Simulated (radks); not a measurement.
Effect of the nuclear size on the cobalt ion Co+, [Ar] 3d8. Method: Dirac Kohn-Sham, BLYP, spin-unpolarised, spherical densities, finite nucleus; open shells fill j = l - 1/2 first; Fermi nuclear charge, rms radius 3.7875 fm; computed with a radial shooting solver on a logarithmic mesh with Libxc functionals. The rms radius is varied about that value; shifts are against it.

| rms radius (fm) | total energy shift (eV) | density at nucleus (e/bohr^3) | 1s1/2 shift (meV) | 2s1/2 shift (meV) | 3s1/2 shift (meV) |
|---|---|---|---|---|---|
| 3.2004 | -0.0386 | 1.736e+04 | -16.4 | -1.51 | -0.225 |
| 3.5148 | -0.0187 | 1.729e+04 | -7.95 | -0.733 | -0.109 |
| 3.7875 | 0 | 1.723e+04 | 0.000 | 0.000 | 0.000 |
| 3.9996 | 0.0155 | 1.718e+04 | 6.57 | 0.607 | 0.090 |
| 4.2231 | 0.0326 | 1.714e+04 | 13.9 | 1.28 | 0.190 |

Slopes of the eigenvalues against <r^2> in GHz/fm^2, as finite differences over the two radii next to the reference (eigenvalue slopes, not the field-shift constants of lines): 1s1/2 964, 2s1/2 88.9, 3s1/2 13.2.
